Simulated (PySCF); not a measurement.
**Electron correlation in Ce⁴²⁺ (cerium, charge +42)**

[Ne] 3s2 3p4, high-spin 3P determinant. Computed with PySCF 2.14 in an uncontracted even-tempered set (16 s from 7.7 bohr⁻², ratio 2.5; 10 p from 10 bohr⁻², ratio 2.5; 4 d from 44 bohr⁻², ratio 2.7; 4 f from 66 bohr⁻², ratio 2.7), with the non-relativistic Hamiltonian (point nucleus). Frozen: 1s2; 14 electrons correlated; the 17 highest virtual orbitals of each spin left out.

```
  level  correlation energy (mhartree)
   CCSD                        -567.69
    (T)                          -1.18
CCSD(T)                        -568.87
```

Diagnostics: T1 = 0.00067, D1 = 0.0032, largest double amplitude 0.021.

A non-relativistic calculation at this Z misses sizeable relativistic shifts. Spin-orbit coupling is strong in this species (close to jj coupling), so the high-spin LS determinant is a model state, not a physical level.

Cost of the coupled-cluster step: about 50 core-seconds, for 14 correlated electrons.

At this charge a non-relativistic calculation is a model, useful for the Z dependence of the correlation energy.

Spin-orbit coupling is strong in this species, so the high-spin LS determinant is a model state.
